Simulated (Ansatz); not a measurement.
```yaml
crystal:
  periodic: [false, false, false]
  atoms:
    - {symbol: Si, position_ang: [-1.008066, 1.086095, -0.115202]}
    - {symbol: N, position_ang: [-0.716949, -0.601777, 0.177990]}
    - {symbol: P, position_ang: [0.717300, -1.321115, 0.729161]}
    - {symbol: S, position_ang: [2.313359, -0.594541, -0.483094]}
    - {symbol: H, position_ang: [-0.483740, 1.563845, -1.421203]}
    - {symbol: H, position_ang: [-2.476956, 1.309824, -0.087876]}
    - {symbol: H, position_ang: [-0.336350, 1.835069, 0.975557]}
    - {symbol: H, position_ang: [-1.340036, -1.269486, -0.252316]}
    - {symbol: H, position_ang: [1.025081, -0.367151, 1.732606]}
    - {symbol: H, position_ang: [2.389758, -1.691962, -1.252721]}
basis:
  gaussian: {orbitals: ANO-RCC-VTZP}
total_charge: 1
magnetization: {spin_polarized: true, initial_magnetization: 1}
hamiltonian: {xc: {name: HF}}
correlation: {method: mp2, electrons: outside_noble_gas}
```

```sh
$ ansatz run in.yaml --threads 2 --pin off --events-out ev --progress --plain --max-ram 4352MiB
```

Output, abridged:

```
Functional definition: HF
1274 factors; integrals over basis functions are off by at most 1.1e-3 eV
mean field evaluation 1: about -29585.9649 eV, gradient 3.4e1 eV
mean field evaluation 2: about -29586.1388 eV, gradient 3.5e1 eV
mean field evaluation 4: about -29591.8762 eV, gradient 3.7e0 eV
mean field evaluation 8: about -29592.0858 eV, gradient 3.2e-1 eV
mean field evaluation 16: about -29592.0946 eV, gradient 6.3e-5 eV
mean field -29592.09458379 eV, -1087.4894177123 hartree, gradient 2.8e-6 eV, S^2 0.804513; 4 other end points of the search recorded, 0 dependent functions left out
16 core orbitals not correlated: weight in the atoms' cores, before any rotation towards them, 1.000 or more for the frozen orbitals, at most 0.000 for the correlated occupied ones
reference -29592.09458379 eV, -1087.4894177123 hartree; 13, 12 occupied and 187, 188 virtual orbitals, 1274 factors
second order -17.43228572 eV of doubles, -0.00000000 eV of singles
Total energy: -29609.52686951 eV, -1088.1300423964 hartree
Relativity: scalar
```

Run time 24 s (2 threads of an Arm Neoverse V2 on a shared host); peak host memory 0.75 GiB.
